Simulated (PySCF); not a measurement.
# Electronic structure of K (potassium, neutral) at the UHF level

Configuration: [Ar] 4p1, 2P determinant (an excited configuration). Calculation: PySCF 2.14, in dyall-acv3z (25s18p7d3f, 135 functions); no relativity, point nucleus.

```json
{"Total energy": "-599.113128 hartree", "One-electron energy": "-822.7800 hartree", "Hartree (Coulomb) energy": "256.3249 hartree", "Exchange energy": "-32.6580 hartree", "Kinetic energy": "599.11295 hartree", "⟨S²⟩": "0.7500", "⟨L²⟩": "2.000", "Sum of ⟨r⟩": "21.29 bohr", "Sum of ⟨r²⟩": "77.34 bohr²", "Traceless quadrupole moment −½Σ⟨3z² − r²⟩ along its main axis": "-23.1 e·bohr²", "Density at the nucleus (Gaussians lack the cusp)": "4530 bohr⁻³", "Spin density at the nucleus": "0.0152 bohr⁻³", "Langevin diamagnetic susceptibility": "-61.3 ×10⁻⁶ cm³/mol"}
```

| shell | electrons | mean orbital energy (hartree) | spread (hartree) | rms radius, mean of both spins (bohr) |
| --- | --- | --- | --- | --- |
| 1s α | 1 | -133.58719 | 0 | 0.0944 |
| 1s β | 1 | -133.58678 | 0 | 0.0944 |
| 2s α | 1 | -14.54351 | 0 | 0.420 |
| 2s β | 1 | -14.54314 | 0 | 0.420 |
| 2p α | 3 | -11.57374 | 0.00062 | 0.388 |
| 2p β | 3 | -11.57310 | 0.00074 | 0.388 |
| 3s α | 1 | -1.80162 | 0 | 1.37 |
| 3s β | 1 | -1.79998 | 0 | 1.37 |
| 3p α | 3 | -1.00885 | 0.00040 | 1.56 |
| 3p β | 3 | -1.00712 | 0.00387 | 1.56 |
| 4p α | 1 | -0.09568 | 0 | 7.60 |

Spin-orbit constants ζ (cm⁻¹) from the X2C one-electron operator on these orbitals (non-relativistic here): bare nucleus, nucleus screened by l(l+1)(2l+1)/3 electrons, and screened by the Breit-Pauli mean field of the electrons.

| shell | bare | screened nucleus | mean field |
| --- | --- | --- | --- |
| 2p | 16570 | 14820 | 14020 |
| 3p | 1425 | 1275 | 1193 |
| 4p | 26.53 | 23.74 | 21.87 |

To first order the Landé constant is A = 21.87 cm⁻¹, so the lowest level has J = 1/2 and lies 0.00271 eV below the centre of the term.
